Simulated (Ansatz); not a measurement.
Reaction (substitution at a C–B bond): `BBC[SiH3]` + `[CH3][AlH][OH]` → `[CH3][AlH][O]C[SiH3]` + `BB`

Computed with Ansatz on PBE0-D4/def2-TZVP structures; ΔE is electronic, products minus reactants. CCSD(T)/CBS is the MP2 limit (def2-TZVPP, def2-QZVPP) plus CCSD(T) − MP2 in def2-TZVPP, frozen cores. DFT in def2-TZVPP. One conformer a species, not always the lowest.

Is it downhill or uphill in electronic energy at CCSD(T)/CBS, and by how much? (Best estimate.)

Ansatz gave: Uphill: ΔE = +135.9 kJ/mol.

What do these levels give: PBE-D4, ωB97X-V, ωB97M-V, PBE, r2SCAN, PBE0, MP2/def2-TZVPP, CCSD/def2-TZVPP, MP2/def2-QZVPP, SCS-MP2/def2-QZVPP, MP2/CBS(def2), CCSD/CBS(def2)? (Best estimate.)

The calculation gave: PBE-D4 131.0, ωB97X-V 125.5, ωB97M-V 131.3, PBE 130.9, r2SCAN 133.9, PBE0 133.9, MP2/def2-TZVPP 142.1, CCSD/def2-TZVPP 131.2, MP2/def2-QZVPP 143.7, SCS-MP2/def2-QZVPP 134.0, MP2/CBS(def2) 145.0, CCSD/CBS(def2) 134.1 kJ/mol.

Largest T1 diagnostic among the species: 0.012.

In def2-TZVPP, CCSD(T) changes the Hartree–Fock value by +18.0 kJ/mol (the triples alone add +1.8 kJ/mol) and MP2 by +27.1 kJ/mol. From PBE to PBE0 (25 % exact exchange), in def2-TZVPP and without D4, ΔE moves by +3.0 kJ/mol.
